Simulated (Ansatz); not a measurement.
`C[SiH2][NH][ZnH]` + `BS` → `B[S][ZnH]` + `C[SiH2]N`  (ligand exchange at a Zn–N bond)

Computed with Ansatz on PBE0-D4/def2-TZVP structures; ΔE is electronic, products minus reactants. CCSD(T)/CBS is the MP2 limit (def2-TZVPP, def2-QZVPP) plus CCSD(T) − MP2 in def2-TZVPP, frozen cores. This one scheme is used for every species. DFT in def2-TZVPP. B3LYP here is the variant with VWN-RPA as its local correlation; programs differ in this. For Zn outer-core shells are correlated without core-valence functions, which leaves a few kJ/mol of doubt a bond. Scalar relativity is left out up to krypton. One conformer a species, not always the lowest.

```csv
level,ΔE (kJ/mol),difference from CCSD(T)/CBS
LDA (SPW92),-51.0,1.9
PBE-D4,-53.2,-0.3
BLYP-D4,-44.6,8.3
PBE-QIDH,-56.7,-3.8
B3LYP,-52.9,0.0
CCSD(T)/def2-SVP,-44.8,8.1
MP2/def2-TZVPP,-47.5,5.4
SCS-MP2/def2-TZVPP,-46.2,6.7
MP2/CBS(def2),-52.9,0.0
CCSD/CBS(def2),-53.8,-0.9
CCSD(T)/CBS,-52.9,0
```

Largest T1 diagnostic among the species: 0.017.

At CCSD(T), def2-SVP lies +8.1 kJ/mol from the extrapolated value and def2-TZVPP +5.3 kJ/mol. From PBE to PBE0 (25 % exact exchange), in def2-TZVPP and without D4, ΔE moves by −4.2 kJ/mol. In def2-TZVPP, CCSD(T) changes the Hartree–Fock value by +14.3 kJ/mol (the triples alone add +0.9 kJ/mol) and MP2 by +14.4 kJ/mol.
